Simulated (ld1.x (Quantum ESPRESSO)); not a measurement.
## C: excitation energies, all-electron against TM

| Item | Value |
| --- | --- |
| Element | C (Z = 6) |
| Generator | ld1.x (Quantum ESPRESSO) 7.5 |
| Type | norm-conserving Troullier–Martins (Kleinman–Bylander form) |
| Functional | PBEsol |
| Relativity | non-relativistic |
| Frozen core | [He] |
| Valence charge | 4 |
| Reference configuration | 2s2 2p1 (charge +1) |
| Partial waves | 2s (bound): rc 0.75 bohr; 2p (bound): rc 1.70 bohr; 3d channel at 0.25 Ry: rc 1.85 bohr |
| Local potential | all-electron potential smoothed inside 1.45 bohr (lloc = -1) |
| Core correction | none |

Energies are relative to the spin-unpolarised reference configuration 2s2 2p1; without spin polarisation the order of configurations can differ from experiment.

| valence configuration | charge | ΔE all-electron (eV) | error AE − PS (meV) |
| --- | --- | --- | --- |
| 2s1 2p0 | +3 | 71.965 | +270 |
| 2s1 2p3 | 0 | -2.381 | +55 |
| 2s0 2p4 | 0 | 6.050 | +147 |
| 2s2 2p2.3 | -0.3 | -11.937 | +20 |
| 2s1 2p2 | +1 | 8.696 | +17 |

Q: What are ΔE and the potential's error for 2s2 2p0?

A: ΔE = 24.022 eV all-electron; the error (AE − PS) is +100 meV.

Q: What are ΔE and the potential's error for 2s2 2p2?

A: ΔE = -10.792 eV all-electron; the error (AE − PS) is +16 meV.

Levels in the configuration 2s2 2p2:

| level | all-electron (eV) | pseudo (eV) |
| --- | --- | --- |
| 2s | -13.637 | -13.623 |
| 2p | -5.237 | -5.252 |
